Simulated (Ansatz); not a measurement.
Consider the homolysis of the F–Si bond: `C[Se][SiH2]F` → F• + `C[Se][SiH2]`•.

Calculated with Ansatz (gas phase, PBE0-D4/def2-TZVP geometries, no zero-point term in ΔE). CCSD(T)/CBS adds triple-zeta CCSD(T) − MP2 to the extrapolated MP2 energy (def2 sets, frozen cores). This one scheme is used for every species, atoms too. Functionals use def2-TZVPP. No spin–orbit coupling; open shells (•) take unrestricted orbitals. Spin–orbit coupling would lower the free atoms: a little for F. Bonds to Se are less sure, by a few kJ/mol each and by 10 to 20 or more in all where they break to atoms, as the def2 sets lack core-valence functions. Scalar relativity is left out up to krypton. Each species was taken in one conformer, which may not be the lowest.

`C[Se][SiH2]F`:

Z-matrix (Å, degrees):
```
C
Se 1 1.962
H 1 1.088 2 110.6
H 1 1.088 2 110.6 3 123.1
H 1 1.088 2 106.0 3 -118.4
Si 2 2.258 1 93.4 3 -61.9
F 6 1.597 2 107.8 1 -179.2
H 6 1.484 2 111.1 1 -60.4
H 6 1.484 2 111.3 1 62.1
```

`C[Se][SiH2]`•:

```xyz
8

C    -0.879   -0.595   -0.928
Se    0.414    0.873   -0.904
Si    1.340    0.422    1.106
H    -1.520   -0.543   -0.051
H    -0.359   -1.549   -0.968
H    -1.476   -0.464   -1.828
H     2.206    1.590    1.430
H     0.274    0.265    2.143
```

CCSD(T)/CBS gives +635.7 kJ/mol.

Problem. Another level gave +623.8 kJ/mol. Which?
A. PBE0/def2-TZVPP
B. r2SCAN-D4/def2-TZVPP
C. CAM-B3LYP-D4/def2-TZVPP
D. PBE-QIDH/def2-TZVPP

Solution. C. CAM-B3LYP-D4 623.8, r2SCAN-D4 608.3, PBE-QIDH 612.9, PBE0 598.7 kJ/mol.

Largest T1 diagnostic among the species: 0.014.

From BLYP to BHLYP (50 % exact exchange), in def2-TZVPP and without D4, ΔE moves by −16.9 kJ/mol: exact exchange takes away binding that semilocal exchange gives to molecules. At CCSD(T), def2-SVP lies −66.5 kJ/mol from the extrapolated value and def2-TZVPP −22.1 kJ/mol: correlation converges slowly with the basis, and small sets miss more of it in the bonded molecule than in its fragments. Leaving LDA and LC-ωPBE aside and taking each functional with its dispersion term where it has one, the values, not all of them listed here, spread over 39.2 kJ/mol, from BHLYP-D4 to ωB97M-V. LDA lies +85.7 kJ/mol from PBE without D4, its usual overbinding.

CCSD(T)/CBS has its own doubt, a few kJ/mol and more with outer-core shells, so smaller differences from it don't rank the levels.
